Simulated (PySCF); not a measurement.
## SMILES O[SiH2]O[SiH2]S, H6O2SSi2

Geometry (Å), atoms numbered from 1 in this order:
```xyz
11

O    -1.4793   -0.0257    1.4516
Si   -1.3545   -0.9446    0.1277
O    -0.0458   -0.5176   -0.7593
Si    1.3529    0.2445   -0.9666
S     1.7166    1.5250    0.7276
H    -0.7536    0.1114    2.0580
H    -1.1337   -2.3513    0.4330
H    -2.5109   -0.5722   -0.6623
H     2.4372   -0.7167   -0.9294
H     1.2082    1.0664   -2.1557
H     0.5684    2.1834    0.6494
```

Method used: GIAO PBE0/pcSseg-1 magnetisability, rotational g tensor and spin-rotation constants, non-relativistic, gas phase in PySCF 2.14.0. Geometry: GFN2-xTB.

(1) What are the magnetisability and the molar susceptibility?

(2) Split it along the inertial axes a, b, c into diamagnetic and paramagnetic parts about the centre of mass, with the quadrupole moment.

(3) And the rotational g tensor?

Answers

(1) Isotropic -1099 × 10⁻³⁰ J/T², or -66.2 × 10⁻⁶ cm³/mol; principal values -1144, -1097, -1057 × 10⁻³⁰ J/T², anisotropy 75 × 10⁻³⁰ J/T² (root of half the summed squared differences of the principal values). The susceptibility is in cgs units.

(2) 
```tsv
axis	χ (10⁻⁶ cm³/mol)	diamagnetic (10⁻⁶ cm³/mol)	paramagnetic (10⁻⁶ cm³/mol)	summed x² of all electrons (Å²)	quadrupole Θ (D Å)
a	-68.7	-404.1	335.4	184.1	-4.98
b	-66.0	-859.8	793.8	76.7	+2.86
c	-63.9	-1106.1	1042.3	18.6	+2.12
```
Anisotropies 2χaa − χbb − χcc = -7.5 and 2χbb − χaa − χcc = +0.6 × 10⁻⁶ cm³/mol. Θ is traceless in Buckingham's convention.

(3) 
```
axis  rotational constant (GHz)        g  nuclear part  electronic part
   a                     3.9557  -0.0441        0.5791          -0.6232
   b                     1.5246  -0.0222        0.5463          -0.5686
   c                     1.1392  -0.0175        0.5403          -0.5578
```
Asymmetric top; isotopes 1H, 16O, 32S, 28Si; no vibrational averaging.
